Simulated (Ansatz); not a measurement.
Abridged output of a molecular run in Ansatz:

```
Functional definition: HF
1640 factors; integrals over basis functions are off by at most 8.6e-4 eV
mean field evaluation 1: about -37024.8446 eV, gradient 4.5e1 eV
mean field evaluation 2: about -37025.1765 eV, gradient 4.5e1 eV
mean field evaluation 4: about -37028.9778 eV, gradient 3.7e0 eV
mean field evaluation 8: about -37029.0458 eV, gradient 3.1e-1 eV
mean field -37029.04626949 eV, -1360.7923512146 hartree, gradient 6.1e-6 eV, S^2 0.000000; 0 other end points of the search recorded, 0 dependent functions left out
18 core orbitals not correlated: weight in the atoms' cores, before any rotation towards them, 1.000 or more for the frozen orbitals, at most 0.000 for the correlated occupied ones
reference -37029.04626949 eV, -1360.7923512146 hartree; 19, 19 occupied and 238, 238 virtual orbitals, 1640 factors
second order -31.02744185 eV of doubles, -0.00000000 eV of singles
cycle   1  -31.52645950 eV  change   -5.0e-1 eV  update   1.1e-1
cycle   2  -32.18368310 eV  change   -6.6e-1 eV  update   3.1e-2
cycle   3  -32.32558473 eV  change   -1.4e-1 eV  update   1.5e-2
cycle   4  -32.31214959 eV  change    1.3e-2 eV  update   3.2e-3
cycle   5  -32.31029884 eV  change    1.9e-3 eV  update   1.3e-3
cycle   6  -32.31080709 eV  change   -5.1e-4 eV  update   3.6e-4
cycle   7  -32.31061763 eV  change    1.9e-4 eV  update   1.3e-4
cycle   8  -32.31054699 eV  change    7.1e-5 eV  update   4.1e-5
cycle   9  -32.31055970 eV  change   -1.3e-5 eV  update   1.5e-5
perturbative correction -1.24979416 eV, -0.0459290883 hartree
Total energy: -37062.60662335 eV, -1362.0256714709 hartree
```

Its atoms:

Z-matrix (Å, degrees):
```
Si
F 1 1.590
Cl 1 2.038 2 106.1
O 1 1.623 2 110.1 3 -119.9
C 1 1.847 2 109.1 3 121.5
H 4 0.958 1 119.6 2 77.7
S 5 1.813 1 112.7 2 176.7
H 5 1.093 1 108.8 2 -66.0
H 5 1.093 1 110.6 2 51.6
H 7 1.343 5 96.8 1 -50.2
```

Which basis set was used?
A. def2-TZVPPD
B. def2-TZVPP
C. cc-pV(Q+d)Z
D. def2-QZVPP

B. It gives 275 functions.

Write the keys of the input that set method, charge and spin (a neutral closed shell needs none for the last two).


```yaml
correlation: {method: ccsd_t}
```
